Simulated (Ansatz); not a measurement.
# Br2 (bromine): methods side by side

Br2: 2 atoms, total charge 0, spin state singlet. As SMILES, `BrBr`. Geometry: optimised at PBE0/def2-SVP.

```xyz
2

Br    0.9803   -0.3278    0.5023
Br   -0.9803    0.3278   -0.5023
```

Each level gives the atomisation enthalpy at 298 K (kJ/mol). The values are calculated. The thermal term (zero-point and 298 K enthalpy, harmonic and unscaled) is that of PBE0-D4/def2-TZVP; the spin-orbit lowering of the free atoms at 298 K, 29.4 kJ/mol by their spectra, is taken off.

**The experiment to reproduce.** Active Thermochemical Tables gives the atomisation enthalpy at 298 K of the gas as 193 kJ/mol.

```json
{"level": "HF/def2-TZVPP", "kind": "Hartree–Fock", "program": "Ansatz", "value (kJ/mol)": "35", "computed − measured": "-158"}
{"level": "SVWN5/def2-TZVPP", "kind": "LDA", "program": "Ansatz", "value (kJ/mol)": "276", "computed − measured": "+83"}
{"level": "BLYP/def2-TZVPP", "kind": "GGA", "program": "Ansatz", "value (kJ/mol)": "184", "computed − measured": "-9"}
{"level": "PBE0-D4/def2-TZVPP", "kind": "global hybrid", "program": "Ansatz", "value (kJ/mol)": "192", "computed − measured": "-1"}
{"level": "CAM-B3LYP/def2-TZVPP", "kind": "range-separated hybrid", "program": "Ansatz", "value (kJ/mol)": "167", "computed − measured": "-26"}
{"level": "RPA@PBE/def2-TZVPP", "kind": "RPA", "program": "Ansatz", "value (kJ/mol)": "128", "computed − measured": "-65"}
{"level": "MP2/def2-TZVPP", "kind": "perturbation theory", "program": "Ansatz", "value (kJ/mol)": "184", "computed − measured": "-9"}
{"level": "CCSD(T)/def2-TZVPP", "kind": "coupled cluster or CI", "program": "Ansatz", "value (kJ/mol)": "170", "computed − measured": "-23"}
```

Nearest: PBE0-D4/def2-TZVPP (-1 kJ/mol); farthest: HF/def2-TZVPP (-158 kJ/mol). Computed less measured by kind, in kJ/mol (of the ab initio rows, those in def2-TZVPP): Hartree–Fock -158; LDA +83; GGA -9; global hybrid -1; range-separated hybrid -26; RPA -65; perturbation theory -9; coupled cluster or CI -23. In a finite basis correlated wave-function methods underbind, so their errors here aren't those of the basis-set limit. All-electron rows without a relativistic Hamiltonian named are non-relativistic. In the correlated wave-function rows the outer d shell of Br is correlated, in sets not made for it.
